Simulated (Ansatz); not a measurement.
Basis sets compared for BiH2Me (CH₅Bi). Total charge 0; singlet. Geometry PBE-D4/def2-TZVP. Ansatz on 4 threads of Intel Xeon on a shared host; times are rough, and most runs start from earlier orbitals.

```tsv
atom	x (Å)	y (Å)	z (Å)
Bi1	-1.399	0.126	-0.465
H2	-1.451	-1.628	-0.019
H3	-1.685	0.571	1.267
C4	0.871	0.219	-0.218
H5	1.329	-0.303	-1.066
H6	1.161	-0.257	0.723
H7	1.174	1.272	-0.222
```

In the def2 sets Bi takes a core potential; there is no spin–orbit coupling.

Binding counts from free atoms (Bi quartet, H doublet, C triplet) in the same basis, without a counterpoise term.

| level | functions | energy (Eh) | HOMO (eV) | LUMO (eV) | binding per atom (eV) | wall time |
| --- | --- | --- | --- | --- | --- | --- |
| PBE-D4/def2-SVP | 65 | -255.6451 | -6.14 | -0.76 | 2.99 | 1.1 s |
| PBE-D4/def2-TZVP | 111 | -255.7035 | -6.23 | -1.03 | 3.00 | 1.8 s |
| r2SCAN-D4/def2-TZVP | 111 | -255.8080 | -6.46 | -0.72 | 2.95 | 3.3 s |
| PBE0-D4/def2-SVP | 65 | -255.6304 | -7.15 | -0.02 | 2.93 | 1.7 s |
| PBE0-D4/def2-TZVP | 111 | -255.6855 | -7.22 | -0.31 | 2.94 | 3 s |

Question: Estimate the rows for PBE-D4/def2-TZVPD, r2SCAN-D4/def2-TZVPD, PBE0-D4/def2-TZVPD.

Answer: 
```
               level  functions  energy (Eh)  HOMO (eV)  LUMO (eV)  binding per atom (eV)  wall time
   PBE-D4/def2-TZVPD        138    -255.7038      -6.24      -1.17                   3.00      2.3 s
r2SCAN-D4/def2-TZVPD        138    -255.8082      -6.46      -0.81                   2.95      3.5 s
  PBE0-D4/def2-TZVPD        138    -255.6858      -7.22      -0.49                   2.94        3 s
```
